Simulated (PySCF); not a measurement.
## Sn₂: energy against distance

Set-up: Sn def2-SVP with ECP28; scalar-relativistic core potentials (PySCF 2.14). Energies in eV from Sn + Sn in their ground configurations at the same level. State: ³Σg⁻ (triplet), unpaired electrons π ↑↑.

```csv
R (Å),PBE0,BHandHLYP,UHF-CCSD(T),PBEsol
2.380,-1.396,-1.127,,-1.826
2.490,-1.940,-1.669,-1.405,-2.372
2.601,-2.235,-1.958,-1.742,-2.675
2.684,-2.338,-2.055,-1.872,-2.787
2.767,-2.366,-2.074,-1.924,-2.826
2.850,-2.335,-2.035,-1.916,-2.809
2.961,-2.229,-1.916,-1.838,-2.724
3.099,-2.025,-1.693,-1.667,-2.548
3.265,-1.718,-1.363,-1.402,-2.277
3.486,-1.267,-0.878,,-1.877
```

Task: Put a parabola through the three lowest points of the PBE0 curve and estimate Re, k and ωe (reduced mass 59.95 u; 1 eV/Å² = 0.16022 mdyn/Å; ωe = 1302.8·√(k/μ) cm⁻¹).

Result: Through R = 2.684, 2.767, 2.85 Å the second-order coefficient is 4.28 eV/Å², so Re ≈ 2.765 Å, k ≈ 1.37 mdyn/Å and ωe ≈ 197 cm⁻¹. A polynomial fit of higher order to the unrounded PBE0 energies gives Re = 2.761 Å, k = 1.36 mdyn/Å, ωe = 196 cm⁻¹; anharmonicity and rounding make the difference.

The higher-order fit for each curve: PBE0: Re = 2.761 Å, ωe = 196 cm⁻¹, De = 2.37 eV; BHandHLYP: Re = 2.750 Å, ωe = 202 cm⁻¹, De = 2.08 eV; UHF-CCSD(T): Re = 2.795 Å, ωe = 188 cm⁻¹, De = 1.93 eV; PBEsol: Re = 2.780 Å, ωe = 187 cm⁻¹, De = 2.83 eV.

Correlated steps freeze 8 core orbitals. Correlated levels converge slowly with the basis: in double zeta they bind strong bonds too weakly, by up to about 1 eV, and carry superposition errors of some tenths. Spin–orbit coupling is left out, which matters for elements this heavy, above all for dissociation energies. The state is the lowest determinant that a PBE0 search found; another state may lie lower at other levels.
